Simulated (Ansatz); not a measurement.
Start from `[Cl][Zr]([Cl])([Cl])[Br]` and change one atom or group to get `[Cl][Zr]([Cl])([Cl])[I]`.

Ansatz, PBE0-D4/def2-TZVP geometries, multiplicity 1. 

Elements past krypton have def2 core potentials. Scalar relativity is left out up to krypton.

```tsv
property	`[Cl][Zr]([Cl])([Cl])[Br]`
LUMO energy (PBE/def2-TZVPP) / eV	-3.45
HOMO energy (PBE/def2-TZVPP) / eV	-7.94
HOMO–LUMO gap (PBE/def2-TZVPP) / eV	4.49
size of the dipole moment (PBE/def2-TZVPP) / D	0.10
HOMO energy (B3LYP/def2-TZVPP) / eV	-8.94
size of the dipole moment (B3LYP/def2-TZVPP) / D	0.08
```

(1) What does the change do to each property? (Estimate.)

## Answers

(1) The calculation gave: 
| property | `[Cl][Zr]([Cl])([Cl])[I]` | shift |
| --- | --- | --- |
| LUMO energy (PBE/def2-TZVPP) / eV | -3.48 | -0.03 |
| HOMO energy (PBE/def2-TZVPP) / eV | -7.27 | 0.67 |
| HOMO–LUMO gap (PBE/def2-TZVPP) / eV | 3.79 | -0.70 |
| size of the dipole moment (PBE/def2-TZVPP) / D | 0.40 | 0.30 |
| HOMO energy (B3LYP/def2-TZVPP) / eV | -8.14 | 0.80 |
| size of the dipole moment (B3LYP/def2-TZVPP) / D | 0.36 | 0.28 |

With PBE0 the HOMO rises by 0.83 eV and the LUMO falls by 0.06 eV, so the gap narrows by about 0.89 eV. PBE moves the HOMO by 0.67 eV and ωB97M-V by 0.93 eV. Dipoles are sizes alone; their direction can turn.

B3LYP here is the variant with VWN-RPA as its local correlation; programs differ in this.

Spin–orbit coupling is left out; it splits and shifts lone-pair levels of the heavy atoms by tenths of an eV.
